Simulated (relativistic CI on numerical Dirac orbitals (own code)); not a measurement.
## Inner-shell lines of Sm29+

Calculated at this level of theory: Dirac-Coulomb-Breit CI, orbitals from a KLI potential per configuration, QED by a radiative potential, valence Slater integrals scaled by 0.9 (own radial code, finite nucleus).

CI space (outside the closed core 1s2 2s2 3s2 3p6 3d10): 2p6 4s2 4p3, 2p5 4s2 4p3 4d, 2p5 4s2 4p3 5s, 2p5 4s2 4p3 5d, 2p6 4s 4p4, 2p5 4s 4p4 5s. Levels of other configurations are missing.

The table holds the strongest lines. The upper levels have an inner-shell vacancy. Auger decay, open to those above the ionisation limit, is not computed, and radiative decays to configurations outside the model are missing too. Absolute energies can be off by a few tenths of a per cent, and at this charge the scaling can make term splittings too narrow, so close lines can change order. LS names give the leading component, which can be well under half, for lower levels too. Brackets number the levels in order of energy.

```
  λ (Å)                        Upper                    Lower   A (s⁻¹)  gA (s⁻¹)
1.82996   2p5 4s2 4p3 4d 4P_5/2 [73]  2p6 4s2 4p3 4S°_3/2 [2]  5.98e+13  3.59e+14
 1.8292   2p5 4s2 4p3 4d 2D_5/2 [34]  2p6 4s2 4p3 2P°_3/2 [1]  1.66e+14  9.96e+14
1.82913   2p5 4s2 4p3 4d 2D_5/2 [79]  2p6 4s2 4p3 4S°_3/2 [2]  6.76e+13  4.05e+14
1.82904   2p5 4s2 4p3 4d 2F_7/2 [91]  2p6 4s2 4p3 2D°_5/2 [3]  1.23e+14  9.87e+14
1.82843  2p5 4s2 4p3 4d 2D_3/2 [106]  2p6 4s2 4p3 2P°_1/2 [4]  1.58e+14  6.32e+14
1.82838   2p5 4s2 4p3 4d 2D_3/2 [36]  2p6 4s2 4p3 2P°_3/2 [1]  8.74e+13  3.50e+14
1.82835  2p5 4s2 4p3 4d 2D_5/2 [138]  2p6 4s2 4p3 2P°_3/2 [5]  1.27e+14  7.64e+14
1.82823  2p5 4s2 4p3 4d 2D_3/2 [139]  2p6 4s2 4p3 2P°_3/2 [5]  1.07e+14  4.29e+14
1.82781  2p5 4s2 4p3 4d 2F_7/2 [103]  2p6 4s2 4p3 2D°_5/2 [3]  4.75e+13  3.80e+14
1.82747  2p5 4s2 4p3 4d 2D_3/2 [141]  2p6 4s2 4p3 2P°_3/2 [5]  9.00e+13  3.60e+14
1.82635  2p5 4s2 4p3 4d 2D_5/2 [112]  2p6 4s2 4p3 2D°_5/2 [3]  5.86e+13  3.51e+14
1.72654  2p5 4s2 4p3 5d 2P_3/2 [205]  2p6 4s2 4p3 2P°_3/2 [1]  8.62e+13  3.45e+14
1.72642  2p5 4s2 4p3 5d 2F_7/2 [275]  2p6 4s2 4p3 2D°_5/2 [3]  4.54e+13  3.63e+14
1.72623  2p5 4s2 4p3 5d 2D_5/2 [279]  2p6 4s2 4p3 2D°_5/2 [3]  5.77e+13  3.46e+14
1.68352  2p5 4s2 4p3 4d 4D_3/2 [362]  2p6 4s2 4p3 2P°_3/2 [1]  1.08e+14  4.30e+14
1.68348  2p5 4s2 4p3 4d 2D_5/2 [363]  2p6 4s2 4p3 2P°_3/2 [1]  1.15e+14  6.89e+14
1.68345  2p5 4s2 4p3 4d 2D_3/2 [379]  2p6 4s2 4p3 4S°_3/2 [2]  1.06e+14  4.22e+14
1.68307  2p5 4s2 4p3 4d 2F_7/2 [386]  2p6 4s2 4p3 2D°_5/2 [3]  1.20e+14  9.61e+14
1.68081  2p5 4s2 4p3 4d 2P_3/2 [426]  2p6 4s2 4p3 2P°_3/2 [5]  1.01e+14  4.04e+14
1.68055  2p5 4s2 4p3 4d 2D_5/2 [427]  2p6 4s2 4p3 2P°_3/2 [5]  1.11e+14  6.65e+14
```
